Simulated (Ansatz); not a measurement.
`BN(B)CC` + H₂ → `BN(B)C` + CH₄ at 400 K and 1 bar (hydrogenolysis of a C–C bond).

Gas-phase electronic energies from Ansatz, PBE0-D4/def2-TZVP geometries. CBS: MP2 limit from def2 TZ/QZ plus the TZ coupled-cluster correction, frozen cores. This one scheme is used for every species. One conformer a species, not always the lowest.

| species | CCSD(T)/CBS energy (Eh) | H − E (kJ/mol) | S (J/(mol·K)) |
| --- | --- | --- | --- |
| `BN(B)CC` | -185.85795 | 338.6 | 363.5 |
| H₂ | -1.17544 | 38.0 | 139.0 |
| `BN(B)C` | -146.59307 | 258.1 | 335.0 |
| CH₄ | -40.46206 | 131.3 | 197.2 |

H − E and S are ideal-gas, rigid-rotor, harmonic terms from PBE0-D4/def2-TZVP, for one conformer and one mirror image of each species. The MP2-based limit puts H₂ 0.8 mEh under its directly extrapolated value; such offsets cancel only in part. 1 Eh = 2625.50 kJ/mol, R = 8.31446 J/(mol·K).

By hand: ΔE, ΔH, ΔS and ΔG.

ΔE = (-146.59307) + (-40.46206) − (-185.85795) − (-1.17544) = -0.02174 Eh = -57.1 kJ/mol. Δ(H − E) = 258.1 + 131.3 − 338.6 − 38.0 = 12.8, so ΔH = -44.3 kJ/mol. ΔS = 335.0 + 197.2 − 363.5 − 139.0 = 29.7 J/(mol·K). ΔG = -44.3 − 400 × (29.7)/1000 = -56.2 kJ/mol.

By hand: the equilibrium constant, and the temperature at which ΔG would vanish if ΔH and ΔS stayed fixed.

log₁₀ K = −ΔG/(RT ln 10) = 7.3. ΔH and −TΔS have one sign here, so there is no such temperature.

ΔH outweighs TΔS. A doubt of 5 kJ/mol in ΔE shifts log₁₀ K by 0.7 here. Other conformers and mirror images would add mixing entropy, several J/(mol·K) or more a flexible species. Modes under 60 cm⁻¹, often nearly free rotors, make the harmonic entropy too high. These are equilibria of isolated gas molecules and say nothing of rates. Largest T1 diagnostic: 0.011 (customary marks: 0.02 for closed shells, 0.045 for open ones).
